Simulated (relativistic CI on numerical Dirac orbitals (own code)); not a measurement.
Hyperfine structure of Ir²²⁺, mass number 191

Calculated at this level of theory: Dirac-Coulomb-Breit CI, KLI orbitals optimised for each configuration, model QED, unscaled Slater integrals (own radial code, finite nucleus).

Configuration list (outside the closed core [Ar] 3d10 4d10): 4s2 4p6 4f9, 4s2 4p6 4f8 5s, 4s2 4p6 4f7 5s2, 4s2 4p5 4f10, 4s2 4p6 4f8 6s, 4s 4p6 4f10, 4p6 4f11. Levels of other configurations are missing.

Nuclear spin I = 3/2, μ = 0.1502 μN, Q = 0.816 b (tables of Stone and Pyykkö). The electronic factors are computed for point nuclear moments, without core polarisation or the Bohr-Weisskopf and QED corrections.

| Level | E (cm⁻¹) | A (MHz) | B (MHz) |
| --- | --- | --- | --- |
| 4s2 4p6 4f9 6H°_15/2 | 0.0 | 207.3 | 3780 |
| 4s2 4p6 4f9 6H°_13/2 | 18112.4 | 209.9 | 3100 |
| 4s2 4p6 4f9 6H°_9/2 | 33477.1 | 245 | 2120 |
| 4s2 4p6 4f9 6H°_5/2 | 42434.1 | 402.8 | 1600 |
| 4s2 4p6 4f9 6F°_5/2 | 44579.0 | 231.1 | 1010 |
| 4s2 4p6 4f9 6F°_1/2 | 47667.3 | 758.3 |  |

Levels with J = 0, under 50 % of one LS term, or S terms without an open s electron are left out. Small factors come from cancelling terms and can be off by tens of per cent or more.

At this charge energies of transitions that change n are usually good to better than 1 %, and those within a shell (Δn = 0) to a few per cent. Terms inside the open d or f shell come out 10 to 20 % too wide with unscaled integrals.

Problem. Give the hyperfine levels of 4s2 4p6 4f9 6H°_5/2 relative to its centre of gravity.

Solution. With K = F(F + 1) − I(I + 1) − J(J + 1), E = AK/2 + B[¾K(K + 1) − I(I + 1)J(J + 1)]/[2I(2I − 1)J(2J − 1)]: F = 1: -996.9, F = 2: -1469, F = 3: -978.8, F = 4: 1909 MHz.

LS names give the leading component of a level, which can be under half, so a name can repeat, a term be missing and a line seem to break the LS rules.
